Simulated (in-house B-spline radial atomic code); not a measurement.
Settings and results of a run for neutral zinc (an excited or competing configuration). Method: Dirac-Hartree-Fock, average of the jj configuration, Fermi nucleus of rms radius 3.9283 fm. Calculated with a radial B-spline atomic code at the basis-set limit.

In the input, a minus or plus after the letter marks the j = l - 1/2 or j = l + 1/2 subshell.

Command:
```bash
python run_scf.py task.json out
```
Settings (nuclear radius in fm, mass in u):
```
Z                30
configuration    1s2 2s2 2p6 3s2 3p-2 3p+3 3d10 4s2 6f-1
hamiltonian      dirac
method           hf
spin_polarised   False
nucleus          fermi
rms_radius       3.9283
atomic_mass      63.92914
speed_of_light   137.035999084
```

Output (hartree, bohr):
```
 radial grid: 95 intervals, B-splines of order 8, outer radius 245.7 bohr

 iter        energy (Eh)    residual
    1      -1790.1983594    4.30e-01
    2      -1790.6328141    1.27e-01
    3      -1791.0552120    1.75e-02
    4      -1791.0573917    6.81e-03
    5      -1791.0576452    6.83e-04
    6      -1791.0576577    1.86e-04
    7      -1791.0576594    1.42e-04
    8      -1791.0576599    8.46e-06
    9      -1791.0576599    1.37e-06
   10      -1791.0576599    1.09e-07

 total energy                    -1791.057660
 kinetic                           1825.39269
 electron-nucleus                 -4307.99085
 electron-electron                  691.54050

 first-order corrections (not in the total)
   Gaunt                            0.83449
   retardation                     -0.07600
   frequency dependence            -0.00262
   self-energy                      0.56059
   Uehling                         -0.05155
   Wichmann-Kroll                   0.00041
   recoil                           0.01152

 orbital      occ     eigenvalue          <r>       <r^2>       <1/r>       <r^4>     <1/r^3>       r_max    small
 1s1/2      2.000     -358.60192    0.0502755  0.00340092     30.2343 2.98289e-05           -     0.03292  1.17e-02
 2s1/2      2.000      -46.08933     0.224872   0.0597161     6.65542  0.00621102           -      0.1887  2.26e-03
 2p1/2      2.000      -40.50718     0.195678   0.0470358     6.57992   0.0044972           -      0.1502  2.23e-03
 2p3/2      4.000      -39.58845      0.19931   0.0486994      6.4188  0.00481353     766.906      0.1531  2.18e-03
 3s1/2      2.000       -6.39042     0.675686    0.526168     2.09976    0.445873           -      0.5866  4.98e-04
 3p1/2      2.000       -4.62153     0.699904    0.576417     1.96795     0.57862           -      0.5871  4.50e-04
 3p3/2      3.000       -4.51854     0.708978    0.591504     1.93787    0.609401     99.9345      0.5949  4.44e-04
 3d3/2      4.000       -1.42413     0.815085    0.847119     1.60339     1.72366     10.4466      0.5634  3.22e-04
 3d5/2      6.000       -1.36059     0.827348    0.876038     1.58503     1.86648      10.107      0.5669  3.16e-04
 4s1/2      2.000       -0.65652       2.3626     6.40025    0.542496     66.7516           -       1.966  4.56e-05
 6f5/2      1.000       -0.01390      47.9611     2606.26   0.0278296 9.17119e+06 0.000112214       52.32  3.71e-07
```

Time taken, with all properties: 7.3 s on 1 thread of Arm Neoverse V1 (shared host).

For the Dirac Hamiltonian the kinetic term is c α·p + (β - 1)c².
